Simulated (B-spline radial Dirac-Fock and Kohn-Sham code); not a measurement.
## Core-hole lifetimes of Ba⁺

System: Ba⁺ in the configuration [Xe] 5d1 (an excited configuration).

Input file task.json (cfg lists n, l and occupation; rrms is the nuclear radius in fm):

```json
{"items": [{
  "Z": 56,
  "q": 1,
  "cfg": [[1, 0, 2], [2, 0, 2], [2, 1, 6], [3, 0, 2], [3, 1, 6], [3, 2, 10], [4, 0, 2], [4, 1, 6], [4, 2, 10], [5, 0, 2], [5, 1, 6], [5, 2, 1]],
  "A": 138,
  "rrms": 4.8378,
  "do": ["binding", "quiet", "decay"],
  "holes": ["K", "L1", "L2", "L3", "M1", "M2", "M3", "M4", "M5", "N1", "N2", "N3", "N4", "N5"]
}]}
```

Command: `python xray_run.py task.json out`

Method: independent-particle radiative and Coulomb Auger rates from relativistic LDA hole-state orbitals, with Dirac-Fock energies. Computed with a radial B-spline solver.

Partial widths are in eV. Coster-Kronig decay leaves a hole in the same principal shell; its rates are the weakest part of the model, often 1.5 to 2.5 times too large and more for N holes. Holes without an open Auger channel, or with an unreliable SCF state, are not listed.

```tsv
hole	radiative	Auger	Coster-Kronig	total	fluorescence yield	lifetime (fs)
K (1s)	11.6	1.27	0	12.9	0.902	0.0511
L1 (2s)	0.205	1.56	1.97	3.73	0.0548	0.176
L2 (2p1/2)	0.338	2.37	0.582	3.29	0.103	0.200
L3 (2p3/2)	0.319	2.71	0	3.03	0.105	0.217
M1 (3s)	0.00601	0.537	10.4	11.0	0.000548	0.0600
M2 (3p1/2)	0.00594	0.611	4.72	5.34	0.00111	0.123
M3 (3p3/2)	0.00595	0.645	4.71	5.36	0.00111	0.123
M4 (3d3/2)	0.000392	0.709	0	0.709	?	?
M5 (3d5/2)	0.000330	0.723	0	0.723	0.000457	0.910
N1 (4s)	0.000183	0.0880	6.35	6.44	2.85e-05	0.102
N2 (4p1/2)	0.000393	0.0906	2.26	2.36	0.000167	0.279
N3 (4p3/2)	0.000310	0.0946	2.65	2.74	0.000113	0.240
N4 (4d3/2)	1.62e-05	0.108	0	0.108	0.000150	6.12
N5 (4d5/2)	1.42e-05	0.0849	0	0.0849	0.000167	7.75
```

Question: What are the fluorescence yield and the lifetime of the M4 (3d3/2) hole?

Answer: The yield is the radiative width over the total, 0.000553, and the lifetime is ħ/Γ = 0.928 fs.
